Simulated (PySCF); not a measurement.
# Tm⁴²⁺: ionisation energy

Tm⁴²⁺ [Ar] 3d9 [3d3/2^4 3d5/2^5, M_J = 5/2] → Tm⁴³⁺ [Ar] 3d8 [3d3/2^4 3d5/2^4, M_J = 4], as a difference of total energies. All numbers are calculated (PySCF 2.14, the two-component X2C-1e Hamiltonian, in an even-tempered Gaussian basis (16 s from 9.4 bohr⁻², ratio 2.8; 13 p from 12 bohr⁻², ratio 2.8; 8 d from 12 bohr⁻², ratio 2.8; 3 f from 46 bohr⁻², ratio 3)). Correlated levels: [Ne] frozen; the 80 highest virtual spinors dropped. "Screened" scales the spin-orbit matrix elements by Boettger's factors to mimic the two-electron term; Breit and QED terms are absent.

```csv
method,ionisation energy (eV)
GHF (spin-free),3427.7
GMP2 (spin-free),3429.1
GHF (screened spin-orbit),3410.1
GMP2 (screened spin-orbit),3411.5
```

Breit and QED terms and the two-electron picture change are absent.

The spin-free rows relax to the high-spin LS determinant and lack the spin-orbit shift.

The labels give the starting determinants; with spin-orbit coupling the two ends relaxed to ⟨J²⟩ = 8.75, ⟨L²⟩ = 6.04, ⟨S²⟩ = 0.79 and ⟨J²⟩ = 20.00, ⟨L²⟩ = 12.99, ⟨S²⟩ = 1.81.

For comparison: 3409 ± 4 eV (theoretical estimate listed by NIST; NIST Atomic Spectra Database, ionization energies).
